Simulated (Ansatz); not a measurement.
Coupled-cluster diagnostics for Ga(NH3)2H3 (GaN2H9), Ansatz.

Geometry of the singlet (PBE-D4/def2-SVP):

```csv
atom,x (Å),y (Å),z (Å)
Ga1,0.000,0.000,0.000
N2,-1.229,1.888,0.686
H3,-1.873,1.660,1.454
H4,-1.793,2.271,-0.083
H5,-0.612,2.640,1.017
N6,1.229,-1.888,-0.686
H7,0.985,-2.719,-0.132
H8,2.241,-1.737,-0.583
H9,1.052,-2.115,-1.673
H10,0.731,0.882,-1.118
H11,-1.364,-0.762,-0.347
H12,0.633,-0.120,1.465
```

Correlated methods freeze 11 core orbitals; core or outer-core shells of Ga are correlated, in sets that lack core-valence functions.

Question: Estimate the CCSD(T) correlation energy, the shares of MP2 and (T), T1 and the reference's ⟨S²⟩ for: charge 0, singlet, own geometry in def2-TZVPP; and the rough time on 2 threads of Arm Neoverse V1 on a shared host.

Answer: 
```json
{"state": "charge 0, singlet, own geometry", "basis": "def2-TZVPP", "correlation (eV)": "-21.520", "MP2 share (%)": "92.3", "(T) share (%)": "3.3", "T1": "0.011", "⟨S²⟩ (pure)": "0.00 (0.00)", "wall time": "9.1 min"}
```
Customary marks for T1 are 0.02 (closed shells), 0.045 (open shells) and about 0.05 (3d metals). T1 stays under 0.02 throughout.
